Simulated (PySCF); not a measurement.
Tc (technetium, neutral) across methods

[Kr] 4d5 5s1 5p1, high-spin 8P determinant (an excited configuration). All numbers are calculated (PySCF 2.14, a scalar-relativistic core potential, in def2-QZVPPD with the def2 core potential (28 electrons) (7s5p4d4f2g, 88 functions)).

```csv
method,E (hartree),mean ε 4d α (eV),mean ε 5s α (eV),mean ε 5p α (eV),Σ⟨r²⟩ (bohr²),⟨S²⟩
r2SCAN,-80.6841,-9.413,-6.958,-2.598,61.45,15.750
PBE0,-80.6290,-10.674,-7.473,-3.147,62.07,15.750
M06,-80.5632,-10.463,-7.060,-2.780,63.52,15.750
PBEsol,-80.5100,-8.986,-6.704,-2.474,62.22,15.750
CAM-B3LYP,-80.5753,-11.860,-8.540,-4.007,61.99,15.750
UHF,-80.08507,-15.146,-9.543,-4.969,62.27,15.751
r2SCAN0,-80.6506,-10.980,-7.725,-3.213,61.34,15.751
PBE,-80.6409,-9.017,-6.649,-2.476,62.67,15.750
LDA,-80.4415,-9.060,-6.860,-2.558,62.25,15.750
```

Energies and moments cover only the electrons outside the core potential.
